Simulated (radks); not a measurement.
The numbers below are computed, except where a source is named.
Mean orbital radii <r> (bohr) of neutral antimony, [Kr] 4d10 5s2 5p3, at several levels of relativity; Dirac values are averaged over j with weights 2j + 1. Spin-unpolarised spherical Kohn-Sham, BLYP, point nucleus unless stated (finite: rms radius 4.6802 fm), a radial shooting solver on a logarithmic mesh with Libxc functionals. A level marked "c x" has the speed of light scaled by that factor and shares open shells by 2j + 1; other Dirac levels either fill j = l - 1/2 first or share by 2j + 1.

shell  non-rel.  scalar-rel.  Dirac, low j first  Dirac, c x 1.25  change of magnitude, last against first (%)
1s      0.02982      0.02842             0.02842          0.02893                                        -2.96
2s       0.1287       0.1226              0.1222           0.1246                                        -3.18
2p       0.1097       0.1071              0.1069           0.1079                                        -1.61
3s       0.3441       0.3306              0.3303           0.3354                                        -2.53
3p       0.3348       0.3288              0.3284           0.3308                                        -1.21
3d       0.3056       0.3055              0.3055           0.3055                                        -0.02
4s       0.8209       0.7906              0.7906           0.8017                                        -2.34
4p       0.8653       0.8523              0.8519           0.8568                                        -0.98
4d        1.022        1.031               1.032            1.028                                        +0.56
5s        2.313        2.221               2.227            2.256                                        -2.50
5p        2.948        2.933               2.949            2.938                                        -0.34
